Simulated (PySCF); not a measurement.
BrCl2Si, multiplicity 2. Atoms are numbered in the order given.

```xyz
4

Si    -0.5150    -0.5780     0.0000
Br     1.6311     0.0710     0.0000
Cl    -1.4671     0.1649     1.6883
Cl    -1.4671     0.1649    -1.6883
```
Charge 0, spin multiplicity 2.

Geometry: B3LYP-D3(BJ)/def2-SVP.

Level of theory: PySCF with PBE0/def2-TZVPD.

Mulliken values depend strongly on the basis, most of all with diffuse functions as here. ESP charges are fitted to the potential on shells at 1.4 to 2.0 van der Waals radii. Atomic charges (e):

| atom | Mulliken | ESP fit | meta-Löwdin | Mulliken spin |
|---|---|---|---|---|
| Si1 | 0.63 | 0.17 | 0.68 | 0.69 |
| Br2 | -0.19 | -0.05 | -0.20 | 0.12 |
| Cl3 | -0.22 | -0.06 | -0.24 | 0.09 |
| Cl4 | -0.22 | -0.06 | -0.24 | 0.09 |
